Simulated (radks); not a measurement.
Values are calculated unless marked as measured or tabulated.
Neutral technetium inside a hard spherical wall (all orbitals vanish at R), configuration held at [Kr] 4d5 5s2 and not refilled when levels cross. Level of theory: scalar-relativistic Kohn-Sham, LDA (Slater exchange, VWN5 correlation), spin-polarised, spherical densities, finite nucleus; open shells are filled with parallel spins first (spin-orbit coupling, left out, can overturn this in heavy ions); Fermi nuclear charge, rms radius 4.4112 fm (a radial shooting solver on a logarithmic mesh with Libxc functionals). Eigenvalues in eV for spin up, with the zero of energy where the potential of the charges vanishes at infinity; a dash marks a level that is unbound or too diffuse for the functional's potential to be trusted. A positive occupied level is held by the wall or, in an anion where self-interaction has pushed it up, behind a barrier. The pressure on the wall is -dE/dV.

\begin{tabular}{lrrrrrrrrr}
R (bohr) & E (hartree) & kinetic (hartree) & e(4s) & e(4p) & e(4d) & e(5s) & e(5p, empty) & e(6s, empty) & pressure (GPa) \\ \hline
free & -4281.34699 & 4419.403 & -74.338 & -46.442 & -7.874 & -5.752 & -1.750 & -0.065 & 0 \\
20 & -4281.34699 & 4419.403 & -74.338 & -46.442 & -7.874 & -5.752 & -1.750 & 0.032 & < 0.0001 \\
15 & -4281.34699 & 4419.403 & -74.338 & -46.442 & -7.874 & -5.752 & -1.747 & 0.267 & < 0.0001 \\
10 & -4281.34646 & 4419.408 & -74.297 & -46.400 & -7.834 & -5.718 & -1.643 & 1.709 & 0.0141 \\
8 & -4281.34188 & 4419.444 & -74.085 & -46.189 & -7.633 & -5.533 & -1.255 & 4.213 & 0.211 \\
6 & -4281.29779 & 4419.694 & -73.006 & -45.122 & -6.643 & -4.441 & 0.589 & 12.294 & 3.68 \\
5 & -4281.18731 & 4420.213 & -71.328 & -43.483 & -5.127 & -2.421 & 3.602 & 23.090 & 18.1 \\
2.5 & -4275.54219 & 4440.750 & -45.270 & -17.922 & 23.394 & 57.256 & 75.735 & 202.11 & 4050 \\
1.5 & -4227.80561 & 4581.376 & 53.759 & 90.263 & 150.32 & 372.76 & 405.81 & 856.13 & 149000 \\
\end{tabular}
